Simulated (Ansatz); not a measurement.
Consider the substitution at a C–O bond: `C[NH][GeH]([Cl])[O]C` + `[NH2][GaH][CH2]F` → `C[NH][GaH][CH2]F` + `C[NH][GeH]([OH])[Cl]`.

Calculated with Ansatz (gas phase, PBE0-D4/def2-TZVP geometries, no zero-point term in ΔE). CBS: MP2 limit from def2 TZ/QZ plus the TZ coupled-cluster correction, frozen cores. Functionals use def2-TZVPP. For Ga, Ge outer-core shells are correlated without core-valence functions, which leaves a few kJ/mol of doubt a bond. Scalar relativity is left out up to krypton. Each species was taken in one conformer, which may not be the lowest.

`C[NH][GeH]([Cl])[O]C`:

Z-matrix (Å, degrees):
```
C
N 1 1.450
H 1 1.093 2 110.0
H 1 1.091 2 109.4 3 117.4
H 1 1.098 2 114.2 3 -121.6
Ge 2 1.814 1 122.9 3 -160.2
H 2 1.010 1 113.1 3 58.4
O 6 1.759 2 107.5 1 165.6
Cl 6 2.156 2 105.2 1 47.4
H 6 1.532 2 120.1 1 -74.2
C 8 1.414 6 119.9 2 -57.6
H 11 1.095 8 111.2 6 -72.4
H 11 1.092 8 107.6 6 168.8
H 11 1.095 8 112.0 6 49.3
```

`[NH2][GaH][CH2]F`:

```xyz
9

N    -0.605    1.075   -1.327
Ga   -0.684    0.230    0.278
C     0.878   -0.908    0.751
F     0.709   -1.504    1.999
H     0.159    1.008   -1.978
H    -1.334    1.674   -1.674
H    -1.953    0.453    1.156
H     1.803   -0.322    0.781
H     1.026   -1.706    0.015
```

`C[NH][GaH][CH2]F`:

```xyz
12

C     1.109    1.467    0.234
N     0.532    0.795   -0.910
Ga   -0.553   -0.654   -0.965
C    -1.105   -1.547    0.726
F    -0.577   -0.937    1.864
H     0.799    0.971    1.153
H     2.206    1.457    0.207
H     0.790    2.514    0.300
H     0.791    1.220   -1.786
H    -1.011   -1.142   -2.378
H    -0.786   -2.596    0.732
H    -2.196   -1.548    0.824
```

`C[NH][GeH]([OH])[Cl]`:

```xyz
11

C    -0.935    0.890   -0.830
N     0.437    0.638   -0.421
Ge    0.791   -0.576    0.877
O     0.276   -2.162    0.294
Cl   -0.407   -0.321    2.646
H    -1.497    1.515   -0.125
H    -1.467   -0.059   -0.924
H    -0.953    1.373   -1.810
H     0.982    1.485   -0.346
H     2.270   -0.508    1.272
H     0.503   -2.276   -0.633
```

```csv
level,ΔE (kJ/mol)
PBE,-20.0
CCSD/def2-TZVPP,-17.1
HF/def2-QZVPP,-8.7
MP2/CBS(def2),-20.0
```

(1) What does CCSD(T)/CBS give? (Best estimate.)

Largest T1 diagnostic among the species: 0.014.

Results:

(1) Ansatz gave: -18.1 kJ/mol. The listed levels differ from it by -1.9, 1.0, 9.4, -1.9 kJ/mol.

In def2-TZVPP, CCSD(T) changes the Hartree–Fock value by −9.0 kJ/mol (the triples alone add −0.9 kJ/mol) and MP2 by −10.9 kJ/mol.
